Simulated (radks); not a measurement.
Values are calculated unless marked as measured or tabulated.
Initial-state core-level shifts of neutral tin when its valence configuration changes from [Kr] 4d10 5s2 5p2. Code: a radial shooting solver on a logarithmic mesh with Libxc functionals. Model: scalar-relativistic Kohn-Sham, LDA (Slater exchange, Perdew-Wang correlation), spin-polarised, spherical densities, finite nucleus; open shells are filled with parallel spins first (spin-orbit coupling, left out, can overturn this in heavy ions); Fermi nuclear charge, rms radius 4.6519 fm. Shifts are changes of the shell-averaged eigenvalues in eV (positive: less bound); the change of the density at the nucleus, which sets a Mossbauer isomer shift, is in e/bohr^3, on a base of 1.958e+05.

valence                3s       3p       3d       4s  density at nucleus
4d9 5s2 5p3        -7.674   -7.675   -7.737   -6.697              +18.95
4d10 5s1 5p3       -1.188   -1.187   -1.183   -1.209              -38.74
4d9 5s1 5p4        -9.167   -9.166   -9.226   -8.175              -24.75
4d8 5s2 5p4       -15.855  -15.856  -15.995  -13.665              +38.80
4d9 5s1.5 5p3.5    -8.427   -8.427   -8.488   -7.442               -2.69
4d10 5s1.5 5p2.5   -0.629   -0.629   -0.627   -0.637              -18.89
4d9.5 5s2 5p2.5    -3.816   -3.817   -3.846   -3.356               +9.39
4d10 5p4           -2.999   -2.997   -2.991   -2.996              -78.98
4d8 5p6           -18.601  -18.599  -18.736  -16.352              -63.34
